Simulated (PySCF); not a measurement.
formyl cation (CHO), SMILES [O+]#C, charge +1. Coordinates come from a r2SCAN-D4/def2-TZVPD optimisation.

TDDFT-B3LYP/def2-TZVPD in PySCF 2.14.0 puts the lowest singlet excitations at 9.48, 9.83, 9.83, 11.50, 11.50, 14.01 eV and the lowest triplet (TDA) at 7.75 eV.

### Question
What are the lowest singlet roots from EOM-CCSD/aug-cc-pVDZ in PySCF? (Estimate from the structure and the level; the computed values follow.)

### Answer
10.05, 10.36, 10.36, 11.82, 11.82, 14.70 eV; triplets 7.89, 9.09, 9.09 eV. S1 differs by 0.56 eV (second minus first; roots are paired by order, and the bases may differ).
